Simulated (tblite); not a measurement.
Species: C6H13N.
Structure used (GFN2-xTB), in Å, numbered top down from 1:
```xyz
20
C6H13N angstrom
C     -3.0249   -1.7251    0.0158
C     -2.3996   -0.7817   -0.6624
C     -0.9703   -0.8499   -1.0956
C     -0.1525    0.2852   -0.4749
C      1.3151    0.2370   -0.9248
N      2.1599    1.3031   -0.4264
C      2.4179    1.2677    0.9983
H     -2.5315   -2.6410    0.2982
H     -4.0552   -1.6293    0.3141
H     -2.9183    0.1304   -0.9303
H     -0.5393   -1.8104   -0.8069
H     -0.9196   -0.7678   -2.1856
H     -0.5849    1.2474   -0.7648
H     -0.2085    0.2060    0.6129
H      1.7627   -0.7103   -0.6104
H      1.3547    0.2811   -2.0183
H      1.7635    2.2029   -0.6821
H      3.1378    2.0491    1.2384
H      1.5282    1.4138    1.6270
H      2.8598    0.3025    1.2456
```

Method: GFN2-xTB as coded in tblite; computed harmonic values from a numerical Hessian at the method's own geometry, unscaled. Errors from tens to a few hundred cm⁻¹ against measured bands are possible. One conformer, not necessarily the lowest.

Harmonic wavenumbers (cm⁻¹): 49.9, 63.6, 95.0, 127.4, 158.0, 237.8, 322.0, 361.1, 419.1, 488.7, 639.4, 769.6, 803.4, 870.9, 896.7, 941.1, 984.7, 1014.6, 1025.8, 1047.2, 1060.0, 1079.4, 1124.2, 1168.0, 1184.4, 1220.7, 1245.0, 1269.5, 1281.7, 1297.7, 1327.3, 1354.2, 1407.7, 1418.5, 1420.9, 1476.9, 1481.7, 1489.1, 1496.1, 1502.1, 1721.1, 2869.4, 2938.7, 2944.4, 2954.2, 2961.4, 2983.8, 2986.9, 3007.3, 3013.4, 3049.2, 3097.1, 3122.4, 3356.0.

A = 7415, B = 942.0, C = 892.9 MHz; mass 99.105 u (most abundant isotopes); point group C1, symmetry number 1.

Zero-point energy?

½Σν̃ = 39313 cm⁻¹ = 470.29 kJ/mol.

Give the ideal-gas entropy at 273.15 K and 1 bar in the rigid-rotor, harmonic-oscillator model (classical rotation).

Translation 164.36, rotation 117.46, vibration 101.04: S = 382.9 J/(mol K).

And Cp and H(273.15 K) − H(0)?

Cp = 131.05 J/(mol K), of which vibrations give 97.79 (their classical limit is 54 R = 449.0); H(273.15 K) − H(0) = 23.11 kJ/mol without the zero-point energy, 14.03 from vibrations.

Which modes carry the vibrational entropy at 273.15 K?

49.9 cm⁻¹: 19.45; 63.6 cm⁻¹: 17.45; 95.0 cm⁻¹: 14.16; 127.4 cm⁻¹: 11.79; 158.0 cm⁻¹: 10.08; 237.8 cm⁻¹: 6.97 J/(mol K); the other 48 give 21.16 together.

How do the functions run with temperature in this model?

| T (K) | S (J/(mol K)) | Cp (J/(mol K)) | H − H(0) (kJ/mol) | G − H(0) (kJ/mol) | ln q(vib) |
| --- | --- | --- | --- | --- | --- |
| 50 | 239.4 | 56.6 | 2.14 | -9.83 | 0.55 |
| 100 | 284.9 | 75.6 | 5.47 | -23.02 | 1.81 |
| 298.15 | 394.8 | 141.0 | 26.51 | -91.18 | 6.54 |
| 373.15 | 429.8 | 172.2 | 38.25 | -122.11 | 8.22 |
| 500 | 487.2 | 221.6 | 63.31 | -180.29 | 11.05 |
| 750 | 591.9 | 294.9 | 128.50 | -315.45 | 16.65 |
| 1000 | 684.0 | 344.3 | 208.77 | -475.18 | 22.07 |

q(vib) and H(0) count from the zero-point level.

Blend soft modes into free rotors: weight 1/[1 + (100 cm⁻¹/ν̃)⁴] for the oscillator and the rest for a rotor with moment μB/(μ + B), μ = h/(8π²ν), B = 10⁻⁴⁴ kg m². What vibrational entropy results?

91.31 J/(mol K) in place of 101.04, which changes −T·S at 273.15 K by +2.66 kJ/mol.

Hindered rotation and anharmonicity are outside this model. Other conformers, if any are populated, would add a mixing term that is left out. The structure is chiral; the term R ln 2 for an equal mix with its mirror image is left out.
